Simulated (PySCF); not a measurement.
**Diatomics of F with group 12**

PBE0 with double-zeta basis sets in PySCF, for the lowest determinant that a PBE0 search found; no spin–orbit coupling. De refers to high-spin ground-configuration atoms. A positive dipole means M(−)F(+).

| M | basis | state (unpaired electrons) | Re (Å) | ωe (cm⁻¹) | De (eV) | μ (D) |
| --- | --- | --- | --- | --- | --- | --- |
| Zn | x2c-SVPall | doublet (σ ↑) | 1.783 | 627 | 2.78 | -3.07 |
| Cd | def2-SVP | doublet (σ ↑) | 1.985 | 538 | 2.32 | -3.21 |
| Hg | def2-SVP | doublet (σ ↑) | 2.058 | 427 | 1.24 | -2.77 |

The shortest bond is that of ZnF (1.783 Å), the longest that of HgF (2.058 Å). ZnF is bound most strongly (2.78 eV) and HgF least (1.24 eV).

The rows differ in basis set, which adds steps of its own.

Relativity is treated differently too: Zn spin-free X2C; Cd scalar-relativistic core potentials; Hg scalar-relativistic core potentials.

Down a group bonds as a rule get longer and wavenumbers fall, partly through the reduced mass; this series shows no clear exception.

Spin–orbit coupling is left out, which matters for elements this heavy, above all for dissociation energies. States were picked by a PBE0 search and need not be the measured ground states.
